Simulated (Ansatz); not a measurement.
Gas-phase electronic energies from Ansatz, PBE0-D4/def2-TZVP geometries. CBS: MP2 limit from def2 TZ/QZ plus the TZ coupled-cluster correction, frozen cores. Each species was taken in one conformer, which may not be the lowest.

`O[SiH](F)CF` + `O[SiH](O)[SiH2]Cl` → `O[SiH](O)CF` + `O[SiH](F)[SiH2]Cl`  (redistribution)

```csv
level,ΔE (kJ/mol)
HF/def2-TZVPP,3.7
MP2/CBS(def2),4.3
```

What does CCSD(T)/CBS give? (An estimate is asked.)

Computed: +3.8 kJ/mol. The listed levels differ from it by -0.1, 0.5 kJ/mol.

Largest T1 diagnostic among the species: 0.012.

CCSD(T)/CBS has its own doubt, a few kJ/mol and more with outer-core shells, so smaller differences from it don't rank the levels.
